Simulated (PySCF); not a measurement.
## TlSe: one state, many levels of theory

State: ²Π (doublet), unpaired electrons π ↑. Set-up: Tl def2-TZVPP with ECP60, Se def2-TZVPP; scalar-relativistic core potentials (PySCF 2.14). De refers to Tl + Se in their high-spin ground configurations, without counterpoise correction. The functionals are run spin-unrestricted. A positive dipole means Tl(−)Se(+).

```json
{"Level": "UHF", "Re (Å)": "2.749", "ωe (cm⁻¹)": "168", "De (eV)": "1.69", "μ (D)": "-4.31"}
{"Level": "UHF-MP2", "Re (Å)": "2.698", "ωe (cm⁻¹)": "179", "De (eV)": "2.78", "μ (D)": "n/a"}
{"Level": "UHF-SCS-MP2", "Re (Å)": "2.721", "ωe (cm⁻¹)": "175", "De (eV)": "2.70", "μ (D)": "n/a"}
{"Level": "UHF-CCSD", "Re (Å)": "2.717", "ωe (cm⁻¹)": "175", "De (eV)": "2.59", "μ (D)": "n/a"}
{"Level": "UHF-CCSD(T)", "Re (Å)": "2.716", "ωe (cm⁻¹)": "176", "De (eV)": "2.71", "μ (D)": "n/a"}
{"Level": "PBE", "Re (Å)": "2.736", "ωe (cm⁻¹)": "168", "De (eV)": "3.02", "μ (D)": "-3.50"}
{"Level": "PBEsol", "Re (Å)": "2.697", "ωe (cm⁻¹)": "175", "De (eV)": "3.21", "μ (D)": "-3.27"}
{"Level": "BP86", "Re (Å)": "2.738", "ωe (cm⁻¹)": "167", "De (eV)": "3.00", "μ (D)": "-3.52"}
{"Level": "r²SCAN", "Re (Å)": "2.713", "ωe (cm⁻¹)": "174", "De (eV)": "2.96", "μ (D)": "-3.57"}
{"Level": "PBE0", "Re (Å)": "2.710", "ωe (cm⁻¹)": "174", "De (eV)": "2.88", "μ (D)": "-3.67"}
{"Level": "r²SCAN0", "Re (Å)": "2.697", "ωe (cm⁻¹)": "178", "De (eV)": "2.82", "μ (D)": "-3.67"}
{"Level": "M06-2X", "Re (Å)": "2.748", "ωe (cm⁻¹)": "167", "De (eV)": "2.66", "μ (D)": "-4.31"}
{"Level": "ωB97M-V", "Re (Å)": "2.695", "ωe (cm⁻¹)": "178", "De (eV)": "2.79", "μ (D)": "-3.73"}
```

**Question.** Which functional lies closest to UHF-CCSD(T) in De, which farthest, and by how much do they differ from it?

**Answer.** Closest is M06-2X (+3.2 pm in Re, -5.1 % in ωe, -0.05 eV in De against UHF-CCSD(T) in the same basis), farthest PBEsol (-1.9 pm in Re, -0.6 % in ωe, +0.50 eV in De). CCSD(T) converges more slowly with the basis than the functionals do and binds too weakly in this one, so the order can change at the basis-set limit.

**Question.** What does a quarter of exact exchange do here, going from PBE to PBE0?

**Answer.** PBE0 less PBE: -2.6 pm in Re, +3.6 % in ωe, -0.14 eV in De. Exact exchange removes part of the self-interaction that spreads semilocal densities, and in most molecules shortens and stiffens the bond and lowers De; so it does here.

**Question.** What does the step from GGA to meta-GGA do here, going from PBE to r²SCAN?

**Answer.** r²SCAN less PBE: -2.3 pm in Re, +3.6 % in ωe, -0.06 eV in De. 

Correlated steps freeze 13 core orbitals. Spin–orbit coupling is left out, which matters for elements this heavy, above all for dissociation energies. The state was picked by a PBE0 search and need not be the measured ground state.

The whole job (state search and all levels along the bond) took about 23 min on 2 threads of Arm Neoverse V1 (shared host), peak memory 3.4 GiB.
